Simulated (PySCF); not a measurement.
Ionisation energy of Nd⁴⁵⁺ by level of theory

Nd⁴⁵⁺ [Ne] 3s2 3p3 [3p1/2^2 3p3/2^1, M_J = 3/2] → Nd⁴⁶⁺ [Ne] 3s2 3p2 [3p1/2^2, M_J = 0], as a difference of total energies. Computed with PySCF 2.14 in an uncontracted even-tempered set (18 s from 11 bohr⁻², ratio 2.4; 14 p from 14 bohr⁻², ratio 2.4; 4 d from 50 bohr⁻², ratio 2.6; 4 f from 74 bohr⁻², ratio 2.6), with the two-component X2C-1e Hamiltonian. Correlated levels: 1s2 frozen; the 54 highest virtual spinors dropped. "Screened" scales the spin-orbit matrix elements by Boettger's factors to mimic the two-electron term; Breit and QED terms are absent.

```
                    method  ionisation energy (eV)
           GHF (spin-free)                  3717.8
          GMP2 (spin-free)                  3718.1
 GHF (screened spin-orbit)                  3664.5
GMP2 (screened spin-orbit)                  3664.9
```

Breit and QED terms and the two-electron picture change are absent.

The spin-free rows relax to the high-spin LS determinant and lack the spin-orbit shift.

The labels give the starting determinants; with spin-orbit coupling the two ends relaxed to ⟨J²⟩ = 3.75, ⟨L²⟩ = 2.44, ⟨S²⟩ = 1.55 and ⟨J²⟩ = 0.00, ⟨L²⟩ = 1.34, ⟨S²⟩ = 1.34.

For comparison: 3662 ± 4 eV (theoretical estimate listed by NIST; NIST Atomic Spectra Database, ionization energies).
